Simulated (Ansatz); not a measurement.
The same path of H3SSb (5 atoms, charge 0, multiplicity 1) was run twice with different band settings. Lost on the way: Sb2–H4. Made: S1–H4.

The calculation used RKS CAM-B3LYP-D4/def2-TZVP (Ansatz).

Relaxed end points:

```xyz
5
Properties=species:S:1:pos:R:3
S 0.490 -0.814 1.179
Sb -0.167 0.220 -0.919
H 0.967 -1.916 0.587
H -1.710 0.688 -0.367
H 0.470 1.749 -0.521
```

```xyz
5
Properties=species:S:1:pos:R:3
S -0.140 -0.357 0.714
Sb 0.324 0.700 -1.550
H 0.308 -1.625 0.671
H -1.427 -0.748 0.728
H 0.985 1.957 -0.604
```

Common settings: climbing image yes; spring 5.0 eV/Å²; optimiser quadratic models (default); start path through a guess of the saddle point; force threshold 0.03 eV/Å; iteration limit 60; end points relaxed.

| run | movable images |
| --- | --- |
| 1 | 5 |
| 2 | 3 |

Question: What does each run give, and how far can it be trusted?

Answer: Run 1: converged after 12 iterations, highest image 1.908 eV above the first end. A vibrational analysis at the climbing image gives one clearly imaginary mode, 815i cm⁻¹: a first-order saddle point.
Run 2: converged after 13 iterations, highest image 1.908 eV above the first end. Neighbouring images differ by up to 1.7 eV, so the band resolves the path poorly. Another band between the same ends (5 images) ends at a top of the same energy, where a vibrational analysis finds 1 clearly imaginary mode. So few images can step over the top or miss a turn of the path.
The orbitals stay closed-shell, which can raise the energy where a bond breaks towards radicals; this wasn't checked here.
